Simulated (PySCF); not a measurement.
# Cd (cadmium, neutral): PBE calculation

Configuration: [Kr] 4d10 5s2, closed-shell 1S. All numbers are calculated (PySCF 2.14, a scalar-relativistic core potential, in def2-TZVP with the def2 core potential (28 electrons) (6s4p3d1f, 40 functions)).

* Total energy: -167.7889 hartree
* One-electron energy: -297.2111 hartree
* Hartree (Coulomb) energy: 144.8306 hartree
* Exchange-correlation energy: -15.4084 hartree
* ⟨S²⟩: 0.0000
* ⟨L²⟩: 0.000
* Sum of ⟨r⟩: 26.43 bohr
* Sum of ⟨r²⟩: 47.69 bohr²
* Time after the integrals: 0.36 s of wall time on 1 thread of Neoverse-N1 (shared host)

```tsv
shell	electrons	mean orbital energy (eV)	rms radius, mean of both spins (bohr)
4s	2	-107.68	0.939
4p	6	-68.192	1.03
4d	10	-11.537	1.42
5s	2	-5.686	3.10
```

Energies and moments cover only the electrons outside the core potential.
